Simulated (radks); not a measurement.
The numbers below are computed, except where a source is named.
Problem. These are the eigenvalues of the occupied orbitals of an atom or ion with whole-number occupations (eV). Level of theory: scalar-relativistic Kohn-Sham, PBEsol, spin-unpolarised, spherical densities, point nucleus (a radial shooting solver on a logarithmic mesh with Libxc functionals).

| orbital | eigenvalue |
|---|---|
| 1s | -71641.41 |
| 2s | -12421.49 |
| 2p | -10840.34 |
| 3s | -2875.584 |
| 3p | -2409.458 |
| 3d | -1881.109 |
| 4s | -599.7646 |
| 4p | -446.8791 |
| 4d | -255.1691 |
| 5s | -85.2924 |
| 5p | -47.0318 |
| 4f | -42.3454 |
| 6s | -5.9808 |
| 5d | -5.3988 |

Which element is it, and in what charge state? The configuration may be excited.

Solution. Z = 75, rhenium, charge 0: Re in [Xe] 4f14 5d5 6s2. The list shows which subshells hold electrons but not how many an open one holds; the 1s level, -2632.8 hartree, gives Z - s = 72.6 by -(Z - s)^2/2, which with screening and relativity narrows Z to a few neighbours, and the depths of the outer levels then fix element, charge and occupations together.
